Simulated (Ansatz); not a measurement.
One geometry of B3N3H12, a cluster cut from wurtzite BN (hydrogen-capped), several levels of theory.

```yaml
crystal:
  periodic: [false, false, false]
  atoms:
    - {symbol: B, position_ang: [-1.366218, -0.782916, 0.208906]}
    - {symbol: B, position_ang: [1.361463, -0.791853, 0.206454]}
    - {symbol: B, position_ang: [0.005314, 1.575614, 0.203075]}
    - {symbol: N, position_ang: [-0.005049, -1.484410, -0.225491]}
    - {symbol: N, position_ang: [-1.283073, 0.745684, -0.227138]}
    - {symbol: N, position_ang: [1.287482, 0.737276, -0.229407]}
    - {symbol: H, position_ang: [-0.007698, -2.414526, 0.215705]}
    - {symbol: H, position_ang: [-0.006634, -1.691724, -1.235789]}
    - {symbol: H, position_ang: [-2.309901, -1.324015, -0.376395]}
    - {symbol: H, position_ang: [-1.458091, -0.834774, 1.430449]}
    - {symbol: H, position_ang: [-1.462977, 0.847831, -1.237521]}
    - {symbol: H, position_ang: [-2.086808, 1.214199, 0.213622]}
    - {symbol: H, position_ang: [2.300505, -1.339086, -0.380623]}
    - {symbol: H, position_ang: [1.455319, -0.844412, 1.427816]}
    - {symbol: H, position_ang: [1.466258, 0.838266, -1.240106]}
    - {symbol: H, position_ang: [2.095041, 1.200523, 0.209926]}
    - {symbol: H, position_ang: [0.006761, 1.687764, 1.424034]}
    - {symbol: H, position_ang: [0.008315, 2.660577, -0.387529]}
basis:
  gaussian: {orbitals: STO-3G}
hamiltonian: {xc: hf}
scf: {omitted_lower_state_checks: [starts]}
output: {orbitals: {seedname: orbitals}}
```

The file start.molden holds the orbitals of an earlier run on this structure, at another level or in another basis.

```sh
$ ansatz run in.yaml --threads 4 --pin off --events-out ev --progress --plain --max-ram 4787MiB
```

Output, abridged:

```
Functional definition: HF
606 factors; integrals over basis functions are off by at most 6.8e-5 eV
mean field evaluation 1: about -6570.7043 eV, gradient 2.1e1 eV
mean field evaluation 2: about -6571.0532 eV, gradient 2.1e1 eV
mean field evaluation 4: about -6572.9793 eV, gradient 9.8e-1 eV
mean field evaluation 8: about -6572.9816 eV, gradient 1.4e-5 eV
mean field -6572.98159486 eV, -241.5526182843 hartree, gradient 2.6e-5 eV, S^2 0.000000; 0 other end points of the search recorded, 0 dependent functions left out
reference -6572.98159486 eV, -241.5526182843 hartree; 24, 24 occupied and 18, 18 virtual orbitals, 606 factors
Total energy: -6572.98159486 eV, -241.5526182843 hartree
Checks for a lower state left out: starts
```

It took 0.2 s on 4 threads of Arm Neoverse V1 on a shared host.

As the first input, with `gaussian: {orbitals: def2-SVP, initial_orbitals: start.molden}`, `hamiltonian: {xc: pbe, dispersion: d4}` (abridged; 1.8 s):

```
Functional definition: PBE
mean field -6684.37915166 eV, -245.6464029886 hartree, gradient 1.4e-5 eV, S^2 0.000000
Total energy: -6684.78750257 eV, -245.6614096076 hartree
Checks for a lower state left out: starts
```

First input, but with `gaussian: {orbitals: def2-TZVP, initial_orbitals: start.molden}`, `hamiltonian: {xc: {name: B2PLYP}}` and without the key `output` (abridged; 8 s):

```
Functional definition: B2PLYP
mean field -6686.09226351 eV, -245.7093586880 hartree, gradient 3.7e-6 eV, S^2 0.000000
6 core orbitals not correlated: weight in the atoms' cores, before any rotation towards them, 1.000 or more for the frozen orbitals, at most 0.000 for the correlated occupied ones
second order -32.82760462 eV of doubles, -0.00000000 eV of singles
Total energy: -6694.95592108 eV, -246.0350920954 hartree
Checks for a lower state left out: starts
```

The first input with `gaussian: {orbitals: def2-TZVP, initial_orbitals: start.molden}`, `hamiltonian: {xc: pbe, dispersion: d4}`, `output: {forces: true, orbitals: {seedname: orbitals}}` (abridged; 4.2 s):

```
Functional definition: PBE
mean field -6691.69779046 eV, -245.9153580038 hartree, gradient 8.6e-6 eV, S^2 0.000000
Total energy: -6692.10615357 eV, -245.9303650711 hartree
Atom 0 force    -0.242238    -0.138521     0.143793 eV/Å
Atom 1 force     0.241746    -0.140212     0.142994 eV/Å
Atom 2 force     0.000945     0.280582     0.141777 eV/Å
Atom 3 force    -0.001038    -0.267213    -0.102302 eV/Å
Atom 4 force    -0.230924     0.134156    -0.102471 eV/Å
Atom 5 force     0.231803     0.132730    -0.102903 eV/Å
Atom 6 force     0.000510     0.186087    -0.070744 eV/Å
Atom 7 force     0.000393     0.064936     0.177123 eV/Å
Atom 8 force     0.209892     0.120173     0.132117 eV/Å
Atom 9 force     0.032392     0.018323    -0.279796 eV/Å
Atom 10 force     0.056374    -0.032216     0.177478 eV/Å
Atom 11 force     0.160633    -0.093710    -0.070566 eV/Å
Atom 12 force    -0.208908     0.121684     0.132519 eV/Å
Atom 13 force    -0.033060     0.018698    -0.279748 eV/Å
Atom 14 force    -0.056253    -0.031875     0.177565 eV/Å
Atom 15 force    -0.161322    -0.092572    -0.070260 eV/Å
Atom 16 force    -0.000392    -0.039479    -0.279573 eV/Å
Atom 17 force    -0.000554    -0.241570     0.132997 eV/Å
Dipole moment:    -0.000695    -0.001396    -0.755240 e Å
Checks for a lower state left out: starts
```

Geometry: PBE-D4/def2-SVP.

Correlated methods freeze 6 core orbitals.
